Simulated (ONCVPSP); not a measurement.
Al: one change to an ONCV potential, before and after

```json
{
  "Element": "aluminium",
  "Generator": "ONCVPSP 4.0.1",
  "Type": "optimised norm-conserving Vanderbilt (ONCV)",
  "Functional": "PBE",
  "Relativity": "scalar-relativistic",
  "Frozen core": "[Ne]",
  "Valence charge": "3",
  "Reference configuration": "3s2 3p0.5 (charge +0.5)",
  "Partial waves": "3s: rc 1.70 bohr, ncon 4, nbas 8, qcut 4.6 1/bohr, 2 projectors, debl 0.8 Ha; 3p: rc 1.80 bohr, ncon 4, nbas 9, qcut 4.9 1/bohr, 2 projectors, debl 2.4 Ha; d scattering state at 0.3 Ha: rc 1.60 bohr, ncon 4, nbas 9, qcut 5.4 1/bohr, 2 projectors, debl 3.4 Ha",
  "Local potential": "polynomial inside 1.40 bohr (lpopt 4, dvloc0 -1 Ha)",
  "Core correction": "Teter function, fcfact 4, rcfact 1.5"
}
```

Change: s: qcut 6.5; p: qcut 6.9; d: qcut 7.6.

Cutoffs: the cutoffs (Ha) at which the residual kinetic energy of the hardest occupied pseudo-wave falls to 1 and 0.1 mHa per electron; they do not see the model core or the augmentation charge, which bear on the density cutoff. Errors are all-electron minus pseudo energies relative to the spin-unpolarised reference configuration.

Predict the effect on cutoff, ghosts and configuration errors.

The potential gets harder (5.9 Ha and 9.8 Ha → 12 Ha and 17 Ha); both files keep a bound ghost (s); of the 4 tests that both files solve, the error grows in 0 and shrinks in 1 by more than 15 % and 0.3 meV (median size 1.7 → 1.4 meV).

| quantity | base | changed |
| --- | --- | --- |
| cutoff, loose | 5.9 Ha | 12 Ha |
| cutoff, tight | 9.8 Ha | 17 Ha |
| loose cutoff by channel | s 5.9 Ha, p 2.2 Ha | s 8.3 Ha, p 12 Ha |
| bound ghosts | s | s |
| GHOST(+) flags under 300 eV | none | none |
| error for 3s2 3p1, meV [ΔE -2.09 eV] | +0.3 | +0.3 |
| error for 3s2 3p0, meV [ΔE 3.68 eV] | -0.4 | -0.5 |
| error for 3s1 3p0, meV [ΔE 22.90 eV] | -25 | -28 |
| error for 3s1 3p2, meV [ΔE 3.05 eV] | -3.0 | -2.4 |
| s: phases at 1.73 bohr within 0.05 rad from the reference energy up to (Ha; the scan ends near 5) | to the end of the scan | to the end of the scan |
| p: phases at 1.83 bohr within 0.05 rad from the reference energy up to (Ha; the scan ends near 5) | 3.7 | 3.7 |
| d: phases at 1.62 bohr within 0.05 rad from the reference energy up to (Ha; the scan ends near 5) | to the end of the scan | to the end of the scan |
| rms error of d²Exc/dni dnj with the model core, mHa | 1.07 | 1.16 |

Base: The cutoffs count occupied waves only; projector 2 of the p channel, the hardest unoccupied one, needs 92 Ha at the loose tolerance. A true bound ghost makes a file unfit for plane-wave use even where its test errors are small: the radial tests pick states by their node count and pass the ghost by.
